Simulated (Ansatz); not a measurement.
C2H9SbSi (`CC[SiH2][SbH2]`). Charge 0, multiplicity 1. Sb takes the def2 core potential. The structure was optimised at the PBE0-D4/def2-TZVP level. It is one conformer, not always the lowest.

```xyz
13

C    -0.411   -1.345    1.022
C    -0.498   -1.069   -0.475
Si    0.484    0.437   -1.027
Sb   -0.390    2.554    0.160
H    -0.968   -2.244    1.297
H     0.624   -1.488    1.343
H    -0.819   -0.517    1.608
H    -1.540   -0.928   -0.780
H    -0.129   -1.930   -1.044
H     0.319    0.653   -2.492
H     1.933    0.233   -0.749
H     0.919    3.468   -0.446
H     0.475    2.176    1.584
```

(1) What is the dipole moment at ωB97M-V/def2-TZVPP? (An estimate is asked.)

(2) And with PBE, r2SCAN, B3LYP? (Estimate.)

(3) Give the Mulliken charges with ωB97M-V, PBE, B3LYP in def2-TZVPP. (Best estimate.)

Answers

(1) Computed: 1.19 D, with components (-0.51, -1.07, 0.01) D in this frame, pointing from negative to positive charge.

(2) The calculation gave: PBE 1.19 D, r2SCAN 1.21 D, B3LYP 1.20 D.

(3) The calculation gave: 
```json
{"atom": "C1", "ωB97M-V": "-0.32", "PBE": "-0.25", "B3LYP": "-0.25"}
{"atom": "C2", "ωB97M-V": "-0.30", "PBE": "-0.20", "B3LYP": "-0.22"}
{"atom": "Si3", "ωB97M-V": "0.14", "PBE": "0.11", "B3LYP": "0.18"}
{"atom": "Sb4", "ωB97M-V": "0.09", "PBE": "0.17", "B3LYP": "0.20"}
{"atom": "H5", "ωB97M-V": "0.11", "PBE": "0.09", "B3LYP": "0.09"}
{"atom": "H6", "ωB97M-V": "0.12", "PBE": "0.09", "B3LYP": "0.09"}
{"atom": "H7", "ωB97M-V": "0.10", "PBE": "0.08", "B3LYP": "0.08"}
{"atom": "H8", "ωB97M-V": "0.11", "PBE": "0.09", "B3LYP": "0.08"}
{"atom": "H9", "ωB97M-V": "0.11", "PBE": "0.09", "B3LYP": "0.08"}
{"atom": "H10", "ωB97M-V": "-0.03", "PBE": "-0.06", "B3LYP": "-0.07"}
{"atom": "H11", "ωB97M-V": "-0.02", "PBE": "-0.06", "B3LYP": "-0.07"}
{"atom": "H12", "ωB97M-V": "-0.06", "PBE": "-0.08", "B3LYP": "-0.10"}
{"atom": "H13", "ωB97M-V": "-0.06", "PBE": "-0.08", "B3LYP": "-0.10"}
```

B3LYP here is the variant with VWN-RPA as its local correlation; programs differ in this.
